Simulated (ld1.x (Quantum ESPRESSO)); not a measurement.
## Reading a pseudo-wave (S (Z = 16))

Columns: radius, all-electron u(r) and pseudo u(r) of the 3s shell (level -17.08 eV) of sulfur in the configuration [Ne] 3s2 3p4; PBEsol, non-relativistic, TM scheme, ld1.x (Quantum ESPRESSO) 7.5.

| r (bohr) | all-electron | pseudo |
| --- | --- | --- |
| 0.070 | 0.1952 | 0.0237 |
| 0.140 | -0.0386 | 0.0482 |
| 0.210 | -0.2666 | 0.0744 |
| 0.280 | -0.3874 | 0.1031 |
| 0.350 | -0.4021 | 0.1354 |
| 0.420 | -0.3389 | 0.1721 |
| 0.490 | -0.2270 | 0.2142 |
| 0.560 | -0.0901 | 0.2624 |
| 0.630 | 0.0549 | 0.3169 |
| 0.700 | 0.1966 | 0.3775 |
| 0.770 | 0.3279 | 0.4430 |
| 0.840 | 0.4448 | 0.5116 |
| 0.910 | 0.5456 | 0.5802 |
| 0.980 | 0.6300 | 0.6456 |
| 1.050 | 0.6985 | 0.7042 |
| 1.120 | 0.7518 | 0.7533 |
| 1.190 | 0.7910 | 0.7912 |
| 1.260 | 0.8176 | 0.8177 |
| 1.330 | 0.8333 | 0.8333 |
| 1.400 | 0.8393 | 0.8393 |
| 1.470 | 0.8373 | 0.8373 |
| 1.540 | 0.8285 | 0.8285 |
| 1.610 | 0.8141 | 0.8141 |
| 1.680 | 0.7952 | 0.7952 |
| 1.750 | 0.7727 | 0.7727 |
| 1.820 | 0.7475 | 0.7475 |

**Question.** How many radial nodes do the two functions have?

**Answer.** The all-electron 3s function has n − l − 1 = 2; the pseudo-wave has 0, since the states of the same l below it are removed with the core.

**Question.** At about which radius was the pseudo-wave matched?

**Answer.** 1.40 bohr. The columns agree to 0.0005 from 1.19 bohr on; several derivatives are matched, so the curves merge somewhat inside the radius.

**Question.** Is the pseudo-wave norm-conserving?

**Answer.** Yes: the TM scheme keeps the norm inside the radius equal to the all-electron one, which fixes the energy derivative of the logarithmic derivative at the level.
